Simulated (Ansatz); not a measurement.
`[SiH3][O][Mg][O][SiH3]` and `[NH2][Mg][O][SiH3]` differ in one atom or group.

Ansatz, PBE0-D4/def2-TZVP geometries, multiplicity 1. Each molecule was computed in one conformer, which needn't be the lowest.

```
                                          property  `[SiH3][O][Mg][O][SiH3]`
size of the dipole moment (ωB97M-V/def2-TZVPP) / D                      0.01
  size of the dipole moment (B3LYP/def2-TZVPP) / D                      0.01
               HOMO energy (B3LYP/def2-TZVPP) / eV                     -8.01
             HOMO energy (ωB97M-V/def2-TZVPP) / eV                    -10.54
           HOMO–LUMO gap (ωB97M-V/def2-TZVPP) / eV                     10.16
             LUMO energy (ωB97M-V/def2-TZVPP) / eV                     -0.38
```

(1) What does the change do to each property? (An estimate is asked.)

Results:

(1) The calculation gave: 
| property | `[NH2][Mg][O][SiH3]` | shift |
| --- | --- | --- |
| size of the dipole moment (ωB97M-V/def2-TZVPP) / D | 2.26 | 2.25 |
| size of the dipole moment (B3LYP/def2-TZVPP) / D | 2.25 | 2.24 |
| HOMO energy (B3LYP/def2-TZVPP) / eV | -6.35 | 1.66 |
| HOMO energy (ωB97M-V/def2-TZVPP) / eV | -8.99 | 1.55 |
| HOMO–LUMO gap (ωB97M-V/def2-TZVPP) / eV | 9.03 | -1.13 |
| LUMO energy (ωB97M-V/def2-TZVPP) / eV | 0.04 | 0.42 |

With PBE0 the HOMO rises by 1.64 eV and the LUMO rises by 0.44 eV, so the gap narrows by about 1.20 eV. PBE moves the HOMO by 1.56 eV and ωB97M-V by 1.55 eV.

B3LYP here is the variant with VWN-RPA as its local correlation; programs differ in this.
